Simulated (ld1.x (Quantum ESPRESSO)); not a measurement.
## Plane-wave convergence, TM potential for Ne

- Element: neon
- Generator: ld1.x (Quantum ESPRESSO) 7.5
- Type: norm-conserving Troullier–Martins (Kleinman–Bylander form)
- Functional: LDA (PZ)
- Relativity: scalar-relativistic
- Frozen core: [He]
- Valence charge: 8
- Reference configuration: 2s2 2p4 (charge +2)
- Partial waves: 2p (bound): rc 1.25 bohr; 3d channel at 0.05 Ry: rc 1.10 bohr; 2s (bound): rc 0.70 bohr
- Local potential: the s channel
- Core correction: Bessel-smoothed model core, default radius (core density twice the valence density)

The pseudo-atom Hamiltonian at the reference potential is diagonalised in spherical Bessel functions j_l(qr) that vanish at 20 bohr, with q² up to the cutoff. All-electron valence levels (Ry): 2p -4.0377, 2s -5.7104.

How do the lowest levels (Ry) of each channel move with the cutoff, and are there ghosts?

| cutoff (Ry) | p #1 | d #1 | s #1 | s #2 | f #1 | Σ f·Δε (mRy) |
| --- | --- | --- | --- | --- | --- | --- |
| 8 | -1.8266 | -0.5238 | -5.0755 | -1.0756 | -0.2536 | 10114.1 |
| 15 | -2.3560 | -0.5308 | -5.3888 | -1.1450 | -0.2536 | 7369.9 |
| 25 | -2.9040 | -0.5337 | -5.4124 | -1.1528 | -0.2536 | 5131.0 |
| 35 | -3.3659 | -0.5348 | -5.4480 | -1.1559 | -0.2536 | 3212.3 |
| 50 | -3.7798 | -0.5354 | -5.5526 | -1.1683 | -0.2536 | 1347.3 |
| 70 | -3.9930 | -0.5356 | -5.6450 | -1.1803 | -0.2536 | 309.8 |
| 100 | -4.0367 | -0.5356 | -5.6959 | -1.1874 | -0.2536 | 33.1 |
| 140 | -4.0372 | -0.5356 | -5.7035 | -1.1886 | -0.2536 | 15.9 |
| 180 | -4.0376 | -0.5356 | -5.7046 | -1.1887 | -0.2536 | 12.0 |
| 260 | -4.0377 | -0.5356 | -5.7095 | -1.1892 | -0.2536 | 1.8 |
| 400 | -4.0377 | -0.5356 | -5.7104 | -1.1894 | -0.2536 | 0.0 |

Result: no extra level below or beside the all-electron valence levels (p, d, s, f tested); 10 mRy is reached at 200 Ry and 1 mRy at 300 Ry.

Its largest configuration-test error is +911 meV.
